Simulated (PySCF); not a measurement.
**Electronic structure of Zr⁺ (zirconium, charge +1) at the r2SCAN level**

Configuration: [Kr] 4d2 5s1, high-spin 4F determinant. Computed with PySCF 2.14 in cc-pVTZ-PP with ECP28MDF (5s5p4d2f1g, 63 functions), with scalar relativity through the core potential.

| Item | Value |
| --- | --- |
| Total energy | -46.5395 hartree |
| One-electron energy | -74.8216 hartree |
| Hartree (Coulomb) energy | 33.9442 hartree |
| Exchange-correlation energy | -5.6621 hartree |
| ⟨S²⟩ | 3.7518 |
| ⟨L²⟩ | 12.025 |
| Sum of ⟨r⟩ | 18.48 bohr |
| Sum of ⟨r²⟩ | 40.22 bohr² |
| Time after the integrals | 1.4 s of wall time on 1 thread of Neoverse-V2 (shared host) |

```
shell  electrons  mean orbital energy (hartree)  spread (hartree)  rms radius, mean of both spins (bohr)
 4s α          1                       -2.32995                 0                                   1.30
 4s β          1                       -2.28238                 0                                   1.30
 4p α          3                       -1.49109           0.00004                                   1.47
 4p β          3                       -1.43509           0.00001                                   1.47
 4d α          2                       -0.41122                 0                                   2.35
 5s α          1                       -0.38963                 0                                   3.58
```

Energies and moments cover only the electrons outside the core potential.
